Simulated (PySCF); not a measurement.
# Correlation energy of V (vanadium, neutral)

[Ar] 3d5, high-spin 6S determinant (an excited configuration). Calculation: PySCF 2.14, in def2-TZVPPD (6s6p4d2f1g, 67 functions); no relativity, point nucleus. Frozen: [Ar]; 5 electrons correlated.

| level | correlation energy (mhartree) |
| --- | --- |
| CCSD | -99.79 |
| (T) | -5.09 |
| CCSD(T) | -104.88 |

Diagnostics: T1 = 0.031, D1 = 0.0442, largest double amplitude 0.040.

T1 exceeds 0.03, a sign that the reference determinant is poor.

Cost of the coupled-cluster step: of the order of 2.8 core-seconds, for 5 correlated electrons.
